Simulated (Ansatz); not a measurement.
Reaction (ligand exchange at a Ge–C bond): `C[SiH2][CH2][GeH3]` + `C=CN[SiH2]Cl` → `C=C[N]([GeH3])[SiH2]Cl` + `C[SiH2]C`

Calculated with Ansatz (gas phase, PBE0-D4/def2-TZVP geometries, no zero-point term in ΔE). CBS: MP2 limit from def2 TZ/QZ plus the TZ coupled-cluster correction, frozen cores. For Ge outer-core shells are correlated without core-valence functions, which leaves a few kJ/mol of doubt a bond. Scalar relativity is left out up to krypton. Each species was taken in one conformer, which may not be the lowest.

```tsv
species	CCSD(T)/CBS(def2) energy (Eh)
`C[SiH2][CH2][GeH3]`	-2447.32571
`C=CN[SiH2]Cl`	-883.32876
`C=C[N]([GeH3])[SiH2]Cl`	-2960.64589
`C[SiH2]C`	-370.01595
```

**Question.** Work out ΔE.

**Answer.** ΔE = (-2960.64589) + (-370.01595) − (-2447.32571) − (-883.32876) = -0.00737 Eh = -0.20 eV.

Largest T1 diagnostic among the species: 0.012.

In def2-TZVPP, CCSD(T) changes the Hartree–Fock value by −0.06 eV (the triples alone add −0.02 eV) and MP2 by −0.09 eV. The D4 term adds −0.07 eV with B3LYP and −0.04 eV with PBE0; it sums over pairs of atoms, weighted by their polarisabilities, and B3LYP, whose exchange is more repulsive, gets the larger term.

B3LYP here is the variant with VWN-RPA as its local correlation; programs differ in this.
